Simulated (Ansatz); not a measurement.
C$_{2}$H$_{6}$ClFGe, SMILES `C[C](F)(Cl)[GeH3]`, relaxed with RKS PBE0-D4/def2-TZVP in Ansatz from a PBE-D4/def2-SVP geometry. The force threshold is 0.005 eV/Å; the program also tests the step.

Charge 0, multiplicity 1.

Start:

```xyz
11

C    -1.221    0.108   -0.824
C    -0.351   -0.491    0.261
F    -1.045   -0.477    1.456
Cl    0.014   -2.235   -0.154
Ge    1.415    0.409    0.573
H    -0.700    0.093   -1.800
H    -1.469    1.157   -0.563
H    -2.163   -0.471   -0.911
H     2.244    0.365   -0.734
H     1.141    1.882    0.979
H     2.136   -0.339    1.715
```

| step | energy (eV) | largest force (eV/Å) | largest move (Å) |
| --- | --- | --- | --- |
| 1 | -73915.4575 | 0.571 | 0.000 |
| 2 | -73915.4888 | 0.253 | 0.025 |
| 3 | -73915.4933 | 0.122 | 0.014 |
| 4 | -73915.4939 | 0.045 | 0.009 |
| 5 | -73915.4940 | 0.042 | 0.005 |
| 6 | -73915.4940 | 0.010 | 0.002 |
| 7 | -73915.4940 | 0.002 | 0.002 |

End:

```xyz
11

C    -1.203    0.109   -0.814
C    -0.346   -0.500    0.261
F    -1.051   -0.494    1.442
Cl   -0.003   -2.215   -0.144
Ge    1.403    0.409    0.569
H    -0.680    0.099   -1.771
H    -1.439    1.142   -0.547
H    -2.133   -0.454   -0.913
H     2.205    0.357   -0.737
H     1.115    1.869    0.957
H     2.131   -0.324    1.698
```

It took 12 s on 2 threads of an AMD EPYC 7R13 on a shared host and a share of an NVIDIA H100 80 GB, with 0.92 GiB of host memory at the peak.
